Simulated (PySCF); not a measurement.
Gas-phase reaction: Ga(OH)3 + 2 GaH3 → 3 GaOH + 3 H2

Method: PySCF energies plus ideal-gas RRHO corrections (1 bar). † marks an energy on the PBE0/def2-TZVP geometry and frequencies; other levels use their own. MP2 and CCSD(T) freeze the core. All species are closed-shell singlets. B3LYP is the form with VWN-RPA correlation. Ga: all electrons, no relativistic terms. Ga(OH)3, GaH3, GaOH: computed as isolated molecules; such fragments, hydroxides, amides, oligomers or adducts are transient or little studied in the gas. MP2 isn't extrapolated to the basis-set limit; its ΔH°(298 K) is 87.3 kJ in def2-SVP and 61.0 kJ in def2-TZVPP. CCSD(T) isn't extrapolated to the basis-set limit; its ΔH°(298 K) is 55.4 kJ in def2-SVP and 48.5 kJ in def2-TZVPP. The harmonic model lacks anharmonicity and excited electronic states, which grow with temperature; levels with a mode under 35 cm⁻¹ are left out.

```json
[
 {"level": "B3LYP/def2-TZVP†", "ΔE electronic, kJ": "-29", "ΔH°(298 K), kJ": "-47", "ΔS°(298 K), J/K": "380", "ΔG°(1800 K), kJ": "-731"},
 {"level": "CCSD(T)/def2-SVP†", "ΔE electronic, kJ": "73", "ΔH°(298 K), kJ": "55", "ΔS°(298 K), J/K": "380", "ΔG°(1800 K), kJ": "-629"},
 {"level": "CCSD(T)/def2-TZVPP†", "ΔE electronic, kJ": "66", "ΔH°(298 K), kJ": "49", "ΔS°(298 K), J/K": "380", "ΔG°(1800 K), kJ": "-636"},
 {"level": "HF/def2-TZVP†", "ΔE electronic, kJ": "67", "ΔH°(298 K), kJ": "49", "ΔS°(298 K), J/K": "380", "ΔG°(1800 K), kJ": "-635"},
 {"level": "M06-2X/def2-TZVP†", "ΔE electronic, kJ": "17", "ΔH°(298 K), kJ": "-1", "ΔS°(298 K), J/K": "380", "ΔG°(1800 K), kJ": "-685"},
 {"level": "MP2/def2-TZVPP†", "ΔE electronic, kJ": "79", "ΔH°(298 K), kJ": "61", "ΔS°(298 K), J/K": "380", "ΔG°(1800 K), kJ": "-623"},
 {"level": "PBE0/def2-QZVP†", "ΔE electronic, kJ": "48", "ΔH°(298 K), kJ": "30", "ΔS°(298 K), J/K": "380", "ΔG°(1800 K), kJ": "-654"},
 {"level": "PBE0/def2-SVP†", "ΔE electronic, kJ": "79", "ΔH°(298 K), kJ": "61", "ΔS°(298 K), J/K": "380", "ΔG°(1800 K), kJ": "-623"},
 {"level": "PBE0/def2-TZVP", "ΔE electronic, kJ": "49", "ΔH°(298 K), kJ": "31", "ΔS°(298 K), J/K": "380", "ΔG°(1800 K), kJ": "-653"},
 {"level": "r2SCAN/def2-TZVP†", "ΔE electronic, kJ": "57", "ΔH°(298 K), kJ": "39", "ΔS°(298 K), J/K": "380", "ΔG°(1800 K), kJ": "-645"},
 {"level": "ωB97M-V/def2-TZVP†", "ΔE electronic, kJ": "25", "ΔH°(298 K), kJ": "8", "ΔS°(298 K), J/K": "380", "ΔG°(1800 K), kJ": "-676"}
]
```
ΔH° is lowest at B3LYP/def2-TZVP† and highest at PBE0/def2-SVP†. No reference value is set beside these.
